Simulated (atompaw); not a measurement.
How hard is this hydrogen PAW (atompaw) potential?

hydrogen, PAW, made with atompaw 4.2.0.5 (PBE, scalar-relativistic). Core none, reference 1s1. Waves: 1s (bound): rc 0.90 bohr; 1s channel at 2.4 Ry: rc 0.90 bohr; 2p channel at 0.45 Ry: rc 0.90 bohr; 2p channel at 1.6 Ry: rc 0.90 bohr. Local part: troulliermartins scheme with l = 2 at 0 Ry, radius 0.75 bohr. Core correction: none. Augmentation charge: sinc compensation charge, radius 0.65 bohr; PAW radius 0.90 bohr; waves and projectors: custom polynom gramschmidtortho.

The pseudo-atom Hamiltonian at the reference potential is diagonalised in spherical Bessel functions j_l(qr) that vanish at 20 bohr, with q² up to the cutoff. All-electron valence levels (Ry): 1s -0.4772.

Q: How do the lowest levels (Ry) of each channel move with the cutoff, and are there ghosts?

A:

```tsv
cutoff (Ry)	s #1	p #1	p #2	d #1	f #1	Σ f·Δε (mRy)
8	-0.4289	0.0293	0.0998	0.0770	0.1190	48.3
10	-0.4422	0.0293	0.0998	0.0770	0.1190	35.0
12	-0.4522	0.0293	0.0998	0.0770	0.1190	25.0
15	-0.4596	0.0293	0.0998	0.0770	0.1190	17.6
18	-0.4671	0.0293	0.0998	0.0770	0.1190	10.1
21	-0.4704	0.0293	0.0998	0.0770	0.1190	6.8
30	-0.4749	0.0293	0.0998	0.0770	0.1190	2.3
35	-0.4761	0.0293	0.0998	0.0770	0.1190	1.1
40	-0.4767	0.0293	0.0998	0.0770	0.1190	0.5
45	-0.4769	0.0293	0.0998	0.0770	0.1190	0.3
50	-0.4771	0.0293	0.0998	0.0770	0.1190	0.1
400	-0.4772	0.0293	0.0998	0.0770	0.1190	0.0
```

Result: no extra level below or beside the all-electron valence levels (s, p, d, f tested); 10 mRy is reached at 21 Ry and 1 mRy at 40 Ry.
